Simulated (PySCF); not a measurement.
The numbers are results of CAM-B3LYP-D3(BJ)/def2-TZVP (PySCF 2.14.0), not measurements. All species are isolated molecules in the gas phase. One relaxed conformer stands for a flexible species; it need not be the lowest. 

Reference species (SMILES): `[AlH3]` (neutral, multiplicity 1).

```
Property           Value
-------------  ---------
HOMO–LUMO gap    9.18 eV
HOMO           -10.02 eV
```

Changed species: `[OH][Al]([OH])[OH]` (0 of 3 OH replaced by H; the reference has 3 of 3 OH replaced by H).

Give the shifts of the HOMO–LUMO gap and HOMO.

the HOMO–LUMO gap goes up by 1.78 eV, to 10.96 eV; the HOMO falls by 0.53 eV, to -10.55 eV.
